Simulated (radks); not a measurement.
All-electron atom: P3+ in [Ne] 3p2 (not the ground configuration).

Calculated with a radial shooting solver on a logarithmic mesh with Libxc functionals: Dirac Kohn-Sham, PBE, spin-unpolarised, spherical densities, point nucleus; open shells fill j = l - 1/2 first.

Energy parts (eV):
total: -9224.568
kinetic: 9260.418
electron-nucleus: -21539.171
Hartree: 3651.391
exchange-correlation: -597.206

Orbitals (lengths in bohr, moments of r in powers of bohr; r(max) is where P^2 peaks):
orbital  occ.  eigenvalue (eV)    <r^2>   r(max)   <1/r>
1s1/2       2        -2126.156  0.01444  0.06763   14.65
2s1/2       2        -214.7578   0.3197   0.4184   2.832
2p1/2       2        -165.9586   0.2902   0.3524   2.731
2p3/2       4        -165.0343   0.2927   0.3541   2.715
3p1/2       2         -36.4797    3.837    1.595  0.7411
3p3/2       0         -36.3838    3.855    1.599  0.7387

The highest occupied level is 3p1/2 at -36.480 eV. The density falls to 0.001 e/bohr^3 at r = 3.30 bohr.
